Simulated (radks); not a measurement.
Task: Coherent X-ray form factor from a spherical all-electron density. All-electron calculation, Dirac Kohn-Sham, LDA (Slater exchange, Perdew-Wang correlation), spin-unpolarised, spherical densities, finite nucleus; Fermi nuclear charge, rms radius of each element as measured or else 0.836 A^(1/3) + 0.57 fm. Program: a radial shooting solver on a logarithmic mesh with Libxc functionals.

sin(theta)/lambda (1/angstrom)  f0 (electrons)
0.05                                    11.875
0.1                                     11.521
0.15                                    10.996
0.2                                     10.375
0.25                                     9.727
0.3                                      9.099
0.4                                      7.987
0.5                                      7.052
0.6                                      6.218
0.8                                      4.727
1                                        3.529
1.25                                     2.515
1.5                                      1.929
2                                        1.411

The species is in the configuration that NIST lists as its ground one. Which atom or ion scatters so?

Result: The sulfur ion S4+, [Ne] 3s2. Extrapolating in s^2 from the first two rows gives f0(0) = 12.0, near the electron count 12; among species with that count, the fall with angle is slower the higher Z, and the table is that of Z = 16; from so few rows the species is fixed only to a neighbour or two.
